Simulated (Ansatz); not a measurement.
A CCSD(T) single point on AgH$_{4}$NS, SMILES `[NH3+][Ag-][SH]`.

```yaml
crystal:
  periodic: [false, false, false]
  atoms:
    - {symbol: N, position_ang: [-1.195470, 0.679905, -0.484852]}
    - {symbol: Ag, position_ang: [0.469400, -0.385105, 0.444391]}
    - {symbol: S, position_ang: [2.181190, -1.512469, 1.479586]}
    - {symbol: H, position_ang: [-1.950846, 0.047577, -0.722756]}
    - {symbol: H, position_ang: [-0.901170, 1.142947, -1.336979]}
    - {symbol: H, position_ang: [-1.568822, 1.388201, 0.136559]}
    - {symbol: H, position_ang: [3.026919, -1.429154, 0.438252]}
basis:
  gaussian: {orbitals: def2-SVP}
correlation: {method: ccsd_t}
```

```sh
$ ansatz run in.yaml --threads 2 --pin off --events-out ev --progress --plain
```

Output of Ansatz, abridged:

```
Functional definition: HF
841 factors; integrals over basis functions are off by at most 9.5e-4 eV
mean field evaluation 1: about -16331.0824 eV, gradient 3.3e1 eV
mean field evaluation 2: about -16331.3018 eV, gradient 3.3e1 eV
mean field evaluation 4: about -16334.1293 eV, gradient 2.9e0 eV
mean field evaluation 8: about -16334.1809 eV, gradient 2.9e-1 eV
mean field evaluation 16: about -16334.1818 eV, gradient 1.6e-6 eV
mean field -16334.18180660 eV, -600.2701096865 hartree, gradient 1.6e-6 eV, S^2 0.000000; 0 other end points of the search recorded, 0 dependent functions left out
6 core orbitals not correlated: weight in the atoms' cores, before any rotation towards them, 1.000 or more for the frozen orbitals, at most 0.000 for the correlated occupied ones
reference -16334.18180660 eV, -600.2701096865 hartree; 17, 17 occupied and 60, 60 virtual orbitals, 841 factors
second order -18.46063539 eV of doubles, -0.00000000 eV of singles
cycle   1  -18.25670508 eV  change    2.0e-1 eV  update   1.2e-1
cycle   2  -18.70161053 eV  change   -4.4e-1 eV  update   3.6e-2
cycle   3  -18.82417914 eV  change   -1.2e-1 eV  update   2.5e-2
cycle   4  -18.81229677 eV  change    1.2e-2 eV  update   8.4e-3
cycle   5  -18.80594452 eV  change    6.4e-3 eV  update   4.0e-3
cycle   6  -18.80830946 eV  change   -2.4e-3 eV  update   1.3e-3
cycle   7  -18.80779615 eV  change    5.1e-4 eV  update   5.0e-4
cycle   8  -18.80765434 eV  change    1.4e-4 eV  update   1.5e-4
cycle   9  -18.80776749 eV  change   -1.1e-4 eV  update   6.5e-5
cycle  10  -18.80779329 eV  change   -2.6e-5 eV  update   2.2e-5
perturbative correction -0.53623250 eV, -0.0197061809 hartree
Total energy: -16353.52583239 eV, -600.9809895225 hartree
```

Run time 4.7 s (2 threads of a server CPU on a shared host); peak host memory 0.3 GiB.

Correlation energy per correlated electron: -0.569 eV. T1 diagnostic: 0.0170.
